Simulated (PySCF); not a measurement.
C2H9NSi3, SMILES [SiH3]C1=N[SiH2][SiH2]C1.

Geometry optimised at PBE0-D3(BJ)/def2-SVP. The structure was generated by enumeration, and PubChem lists no compound with its InChIKey, so it may never have been made. Other conformers were not sampled.

Level of theory: PBE0-D3(BJ)/def2-SVP in PySCF.

Frequencies are harmonic and unscaled.

Computed vibrational spectrum:
| mode | ν (cm⁻¹) | IR (km/mol) | moving atoms (share of kinetic energy) |
|---|---|---|---|
| 1 | 25 | 0.0 | H 92 % |
| 2 | 41 | 2.3 | H 48 %, C 32 %, Si 19 % |
| 3 | 141 | 0.9 | N 42 %, H 28 %, Si 17 %, C 13 % |
| 4 | 164 | 2.0 | Si 38 %, C 25 %, H 23 %, N 14 % |
| 5 | 331 | 4.3 | Si 79 %, C 11 % |
| 6 | 348 | 14.3 | H 96 % |
| 7 | 369 | 9.6 | Si 67 %, N 19 % |
| 8 | 374 | 0.1 | H 54 %, C 32 %, N 14 % |
| 9 | 445 | 2.5 | Si 86 %, H 14 % |
| 10 | 520 | 4.6 | H 84 % |
| 11 | 588 | 0.6 | H 72 %, Si 20 % |
| 12 | 611 | 30.2 | H 74 %, Si 14 % |
| 13 | 654 | 49.9 | H 77 %, C 14 %, Si 9 % |
| 14 | 668 | 46.1 | H 63 %, N 17 %, C 11 %, Si 10 % |
| 15 | 693 | 2.7 | C 49 %, H 28 %, Si 22 % |
| 16 | 711 | 12.6 | H 90 % |
| 17 | 724 | 66.4 | H 51 %, N 30 %, Si 10 %, C 9 % |
| 18 | 759 | 149.9 | H 29 %, Si 25 %, C 24 %, N 21 % |
| 19 | 810 | 9.8 | H 54 %, C 39 % |
| 20 | 854 | 132.4 | H 46 %, C 31 %, N 15 % |
| 21 | 904 | 302.7 | H 87 % |
| 22 | 924 | 74.8 | H 95 % |
| 23 | 932 | 92.0 | H 95 % |
| 24 | 942 | 18.7 | H 94 % |
| 25 | 945 | 43.4 | H 97 % |
| 26 | 1009 | 2.8 | C 50 %, H 41 % |
| 27 | 1098 | 9.7 | H 86 %, C 13 % |
| 28 | 1204 | 35.8 | C 56 %, H 42 % |
| 29 | 1376 | 23.1 | H 92 % |
| 30 | 1704 | 116.3 | C 56 %, N 43 % |
| 31 | 2217 | 131.0 | H 97 % |
| 32 | 2228 | 108.6 | H 98 % |
| 33 | 2234 | 7.8 | H 96 % |
| 34 | 2238 | 79.8 | H 98 % |
| 35 | 2242 | 155.2 | H 96 % |
| 36 | 2245 | 65.2 | H 97 % |
| 37 | 2252 | 101.9 | H 96 % |
| 38 | 3062 | 1.0 | H 94 % |
| 39 | 3113 | 0.0 | H 91 %, C 9 % |
